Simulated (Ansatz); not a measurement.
C$_{3}$H$_{5}$IO, SMILES `C/C(I)=C/O`, charge 0, multiplicity 1.

Question: Give a relaxed structure at PBE0-D4/def2-TZVP (Ansatz). (Estimate.)

Answer: Ansatz gave: 
Cartesian coordinates in Å:
```
C -0.983 1.069 -0.140
C -0.088 -0.049 0.259
I -0.345 -0.819 2.192
C 0.853 -0.591 -0.510
O 1.691 -1.594 -0.219
H -2.036 0.776 -0.105
H -0.749 1.377 -1.163
H -0.861 1.937 0.514
H 1.006 -0.210 -1.515
H 1.512 -1.895 0.686
```
Point group Cs.
This is one stationary point; other conformers may exist.
